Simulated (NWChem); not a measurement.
Molecule: tert-butyl chloride (C₄H₉Cl); SMILES CC(C)(C)Cl

Program: NWChem. Coordinates come from a B3LYP/6-31G* (spherical d) optimisation. Level B3LYP/def2-SVP: single points from the atomic guess with DIIS by default; each run changes one setting, and all converged runs end within 0.3 mHa of each other. cgmin counts macro-iterations, each dearer than a DIIS step. NWChem's automatic level shift, which a small gap switches on, acted in some of these runs.

Task: Which setting needs the most SCF iterations, or fails (level shift of 0.5 Ha throughout; defaults; no level shifting; quadratically convergent solver (cgmin); core-Hamiltonian guess)?

Result: core-Hamiltonian guess, with 19 against 7 for the defaults.
```
setting                                  SCF iterations
---------------------------------------  --------------
defaults                                              7
quadratically convergent solver (cgmin)               4
no level shifting                                     7
level shift of 0.5 Ha throughout                     10
core-Hamiltonian guess                               19
```
